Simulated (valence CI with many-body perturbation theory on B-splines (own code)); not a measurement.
**E1 line list for Mg VIII**

Computed by valence CI with perturbative core correlation (CI+MBPT): three valence electrons over a frozen Dirac-Fock core [He], a basis of 11 s, 11 p, 10 d, 8 f, 5 g, 2 h functions for each j, with the one-electron correlation potential Σ1, the two-electron term Σ2, the three-electron term Σ3, Breit, model QED; selected CI, second order for the rest, scaled by the run's own slope (own B-spline code, finite nucleus).

No measured levels were compared; by estimate levels hold to about 100 cm⁻¹ or 0.05 % of their energy and the worst to 300 or 400 cm⁻¹, as in measured light ions of charge 2 to 7.

Lines 51 to 100 of 580 in falling wavelength, among levels below 1904500 cm⁻¹, chosen from the strongest by gf and those to the six lowest levels. Wavelengths and rates use the calculated energies, so an error of 200 cm⁻¹ moves a line at 4233 Å by 0.85 % and its rate by three times that or more. Electric multipoles are in the length gauge, E1 and E2 with the static RPA response of the core. Weak lines are less certain than strong ones. Lines between different terms over intervals too small for the method are left out, as are lines whose strength nearly cancels. Where a level lies close to another of its J and parity, the split of strength between their lines is uncertain. The highest levels of a list are the least certain.

Names give the largest LS component (configuration and term), which can be under half, so a name can repeat, a term be missing and a line seem to break the LS rules; names also repeat where a configuration has a term twice. Letters in brackets count levels of one name in rising energy.

```
λ vac (Å)                 Upper                Lower   A (s⁻¹)  S (a.u.)
     4233      2s 2p 4d 2D°_3/2      2s 2p 4p 2P_1/2  3.90e+07  5.84e+00
     4182       2s 2p 4p 4D_7/2     2s 2p 4s 4P°_5/2  6.22e+07  1.80e+01
     4118       2s 2p 4p 4D_3/2     2s 2p 4s 4P°_1/2  3.06e+07  4.22e+00
     4113       2s 2p 4p 4D_5/2     2s 2p 4s 4P°_3/2  5.31e+07  1.09e+01
     4058       2s 2p 4p 2D_5/2     2s 2p 4s 2P°_3/2  6.78e+07  1.34e+01
     4009       2s 2p 4p 2D_3/2     2s 2p 4s 2P°_1/2  5.18e+07  6.59e+00
     3926        2s2 4p 2P°_1/2        2s2 4s 2S_1/2  5.48e+07  3.27e+00
     3901        2s2 4p 2P°_3/2        2s2 4s 2S_1/2  6.01e+07  7.05e+00
     3560       2s 2p 4p 4S_3/2     2s 2p 4s 4P°_3/2  4.01e+07  3.57e+00
     3467       2s 2p 4p 4P_3/2     2s 2p 4s 4P°_5/2  9.28e+07  7.63e+00
     3426       2s 2p 4p 4S_3/2     2s 2p 4s 4P°_1/2  2.68e+07  2.13e+00
     3400       2s 2p 4p 4P_5/2     2s 2p 4s 4P°_5/2  1.02e+08  1.18e+01
     3392       2s 2p 4p 2S_1/2     2s 2p 4s 2P°_3/2  7.98e+07  3.08e+00
     3370       2s 2p 4p 4P_1/2     2s 2p 4s 4P°_3/2  1.13e+08  4.29e+00
     3174       2s 2p 4p 4P_5/2     2s 2p 4s 4P°_3/2  3.11e+07  2.94e+00
     3072     2p2 3d 2D_5/2 [b]   2p2 3p 2P°_3/2 [b]  2.07e+07  1.78e+00
     2851      2s 2p 4d 2P°_3/2      2s 2p 4p 2P_3/2  6.28e+07  2.87e+00
     2649    2p2 3p 2D°_5/2 [a]        2p2 3s 2P_3/2  4.05e+07  2.23e+00
     2396         2p2 3d 4P_5/2       2p2 3p 4S°_3/2  4.18e+07  1.70e+00
     2332      2s 2p 3d 4D°_7/2      2s 2p 3p 4P_5/2  6.15e+07  3.08e+00
     2319      2s 2p 3d 4D°_5/2      2s 2p 3p 4P_3/2  4.53e+07  1.68e+00
     2302     2p2 3d 2F_7/2 [b]   2p2 3p 2D°_5/2 [b]  8.15e+07  3.92e+00
     2299     2p2 3d 2F_5/2 [b]   2p2 3p 2D°_3/2 [b]  6.47e+07  2.33e+00
     2196         2p2 3d 4F_9/2       2p2 3p 4D°_7/2  1.12e+08  5.87e+00
     2178     2p2 3d 2P_3/2 [b]   2p2 3p 2P°_3/2 [b]  6.52e+07  1.33e+00
     2176         2p2 3d 4F_7/2       2p2 3p 4D°_5/2  1.02e+08  4.15e+00
     2163         2p2 3d 4F_5/2       2p2 3p 4D°_3/2  9.16e+07  2.74e+00
     2159         2p2 3d 4F_3/2       2p2 3p 4D°_1/2  8.54e+07  1.70e+00
     2152     2p2 3d 2D_5/2 [c]   2p2 3p 2P°_3/2 [c]  1.22e+08  3.59e+00
     2126     2p2 3d 2F_5/2 [a]   2p2 3p 2D°_3/2 [a]  1.04e+08  2.97e+00
     2121     2p2 3d 2D_3/2 [c]   2p2 3p 2P°_1/2 [c]  1.04e+08  1.97e+00
     2121     2p2 3d 2F_7/2 [a]   2p2 3p 2D°_5/2 [a]  1.13e+08  4.24e+00
     2112         2p2 3d 2G_9/2       2p2 3p 2F°_7/2  1.39e+08  6.45e+00
     2093         2p2 3d 2G_7/2       2p2 3p 2F°_5/2  1.39e+08  5.04e+00
     2056  2s 2p 3d 2F°_7/2 [b]  2s 2p 3p 2D_5/2 [b]  1.01e+08  3.48e+00
     2042  2s 2p 3d 2F°_5/2 [b]  2s 2p 3p 2D_3/2 [b]  9.34e+07  2.36e+00
     2028    2p2 3p 2P°_3/2 [a]        2p2 3s 2P_3/2  7.79e+07  1.28e+00
     2006         2p2 3d 4D_7/2       2p2 3p 4P°_5/2  1.16e+08  3.71e+00
     1981         2p2 3d 4D_5/2       2p2 3p 4P°_3/2  9.05e+07  2.08e+00
     1959      2s 2p 3d 4F°_9/2      2s 2p 3p 4D_7/2  1.45e+08  5.38e+00
     1952        2p2 3p 4D°_3/2        2p2 3s 4P_3/2  9.06e+07  1.33e+00
     1948      2s 2p 3d 4F°_3/2      2s 2p 3p 4D_1/2  8.28e+07  1.21e+00
     1944      2s 2p 3d 4F°_5/2      2s 2p 3p 4D_3/2  9.56e+07  2.08e+00
     1942      2s 2p 3d 4F°_7/2      2s 2p 3p 4D_5/2  1.31e+08  3.79e+00
     1934        2p2 3p 4D°_1/2        2p2 3s 4P_1/2  1.64e+08  1.17e+00
     1931        2p2 3p 2F°_5/2        2p2 3s 2D_3/2  1.93e+08  4.12e+00
     1920  2s 2p 3d 2P°_3/2 [a]  2s 2p 3p 2S_1/2 [a]  9.64e+07  1.35e+00
     1915        2p2 3p 4D°_7/2        2p2 3s 4P_5/2  1.96e+08  5.44e+00
     1910        2p2 3p 2F°_7/2        2p2 3s 2D_5/2  2.11e+08  5.81e+00
     1908        2p2 3p 4D°_5/2        2p2 3s 4P_3/2  1.52e+08  3.12e+00
```
